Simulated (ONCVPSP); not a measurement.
# Before and after: ONCV potential for potassium

- Element: potassium (K)
- Generator: ONCVPSP 4.0.1
- Type: optimised norm-conserving Vanderbilt (ONCV)
- Functional: LDA (Perdew-Wang 92)
- Relativity: scalar-relativistic
- Frozen core: [Ne]
- Valence charge: 9
- Reference configuration: 3s2 3p6 4s0.5 4p0.5
- Partial waves: 3s+4s: rc 2.35 bohr, ncon 5, nbas 8, qcut 5.7 1/bohr, 2 projectors; 3p+4p: rc 2.70 bohr, ncon 4, nbas 8, qcut 5.1 1/bohr, 2 projectors; d scattering state at 0.02 Ha: rc 2.10 bohr, ncon 5, nbas 8, qcut 4.3 1/bohr, 2 projectors, debl 3 Ha
- Local potential: polynomial inside 1.95 bohr (lpopt 4, dvloc0 0 Ha)
- Core correction: Teter function fitted to the true core (icmod 2), fcfact 0.45

All-electron outer shells of the reference configuration (LDA (PZ), scalar-relativistic, ld1.x):

```json
{"shell": "2p", "level (eV)": "-280.80", "outermost node (bohr)": "–", "outermost maximum (bohr)": "0.26"}
{"shell": "3s", "level (eV)": "-35.94", "outermost node (bohr)": "0.48", "outermost maximum (bohr)": "1.07"}
{"shell": "3p", "level (eV)": "-19.59", "outermost node (bohr)": "0.45", "outermost maximum (bohr)": "1.15"}
{"shell": "4s", "level (eV)": "-2.79", "outermost node (bohr)": "1.58", "outermost maximum (bohr)": "3.98"}
{"shell": "4p", "level (eV)": "-1.16", "outermost node (bohr)": "1.87", "outermost maximum (bohr)": "5.71"}
```

Change: s: rc 1.74; local potential polynomial inside 1.74 bohr (lpopt 4, dvloc0 0 Ha).

Cutoffs: the cutoffs (Ha) at which the residual kinetic energy of the hardest occupied pseudo-wave falls to 1 and 0.1 mHa per electron; they do not see the model core or the augmentation charge, which bear on the density cutoff. Errors are all-electron minus pseudo energies relative to the spin-unpolarised reference configuration.

Q: How do hardness, ghosts and transferability respond?

A: The potential gets harder (9.6 Ha and 13 Ha → 16 Ha and 46 Ha); of the 4 tests that both files solve, the error grows in 0 and shrinks in 1 by more than 15 % and 0.3 meV (median size 0.1 → 0.1 meV); neither file shows a bound ghost. A smaller radius makes the pseudo-wave follow the all-electron one further in, where it bends more sharply, so more plane waves are needed.

```tsv
quantity	base	changed
cutoff, loose	9.6 Ha	16 Ha
cutoff, tight	13 Ha	46 Ha
loose cutoff by channel	s 9.6 Ha, p 8.9 Ha	s 16 Ha, p 8.9 Ha
bound ghosts	none	none
GHOST(+) flags under 300 eV	none	none
error for 3s2 3p6 4s1 4p0, meV [ΔE -0.80 eV]	0.0	0.0
error for 3s2 3p6 4s0 4p0, meV [ΔE 3.60 eV]	-0.1	-0.1
error for 3s2 3p6 4s0.5 4p0, meV [ΔE 0.91 eV]	0.0	0.0
error for 3s1 3p6 4s1 4p0, meV [ΔE 41.03 eV]	-186	-66
p: phases at 2.73 bohr within 0.05 rad from the reference energy up to (Ha; the scan ends near 5)	3.3	3.4
d: phases at 2.13 bohr within 0.05 rad from the reference energy up to (Ha; the scan ends near 5)	to the end of the scan	to the end of the scan
rms error of d²Exc/dni dnj with the model core, mHa	0.60	0.19
```

Base: The cutoffs count occupied waves only; projector 2 of the d channel, the hardest unoccupied one, needs 58 Ha at the loose tolerance. Changed file: The cutoffs count occupied waves only; projector 2 of the d channel, the hardest unoccupied one, needs 58 Ha at the loose tolerance.
